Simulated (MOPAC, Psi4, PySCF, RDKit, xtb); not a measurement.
Two geometries of SMILES N[SiH2][SiH2]Br (H6BrNSi2), relaxed at B3LYP-D3(BJ)/def2-SVP with one dihedral held; other torsions can differ between them too.

Structure A

```
10

N     -1.5610     0.7295     0.0295
Si    -0.5647    -0.6031    -0.4820
Si     1.6746    -0.0434    -0.0516
Br     2.9462    -1.7867    -0.7233
H     -2.4893     0.8360    -0.3708
H     -1.5655     1.0109     1.0058
H     -0.7537    -0.7582    -1.9524
H     -0.8302    -1.9339     0.1564
H      2.1187     1.1608    -0.8088
H      1.9453     0.1899     1.3973
```

Structure B

```
10

N     -1.5644     0.7283     0.0219
Si    -0.6070    -0.6330    -0.4763
Si     1.6038    -0.0113    -0.0016
Br     1.6352     0.3571     2.2357
H     -2.5580     0.7530    -0.1912
H     -1.3923     1.1108     0.9486
H     -0.8149    -0.8490    -1.9389
H     -0.8598    -1.9447     0.2068
H      2.6164    -1.0656    -0.2933
H      2.0191     1.2557    -0.6659
```

**Question.** Which is lower in energy at the level DF-MP2 (frozen core)/cc-pVTZ // B3LYP-D3(BJ)/def2-SVP (Psi4), and by how much?

**Answer.** B is lower, by 0.66 kcal/mol (dihedral N1–Si2–Si3–Br4: 180° in A, 60° in B).

E(B) − E(A) in kcal/mol at the other levels, on the same two geometries: MMFF94 // B3LYP-D3(BJ)/def2-SVP (RDKit) 0.17; PBE/def2-TZVP // B3LYP-D3(BJ)/def2-SVP (Psi4) -0.32; PBE-D3(BJ)/def2-TZVP // B3LYP-D3(BJ)/def2-SVP (Psi4) -0.57; M06-2X/def2-TZVP // B3LYP-D3(BJ)/def2-SVP (Psi4) -0.71; HF/cc-pVTZ // B3LYP-D3(BJ)/def2-SVP (Psi4) -0.14; UFF // B3LYP-D3(BJ)/def2-SVP (RDKit) 0.32; AM1, restricted, heats of formation // B3LYP-D3(BJ)/def2-SVP (MOPAC) 1.37; PM6, restricted, heats of formation // B3LYP-D3(BJ)/def2-SVP (MOPAC) 0.68; GFN1-xTB // B3LYP-D3(BJ)/def2-SVP (xtb) 0.74; restricted B3LYP/6-31G*, spherical d, density fitting // B3LYP-D3(BJ)/def2-SVP (PySCF) -0.07; restricted Hartree-Fock/6-31G*, spherical d, density fitting // B3LYP-D3(BJ)/def2-SVP (PySCF) -0.02; restricted MP2 (frozen core)/3-21G // B3LYP-D3(BJ)/def2-SVP (PySCF) -0.08; restricted Hartree-Fock/LANL2DZ, with its core potentials past Ne // B3LYP-D3(BJ)/def2-SVP (PySCF) 0.28.

MMFF94 has few fitted parameters for silicon.
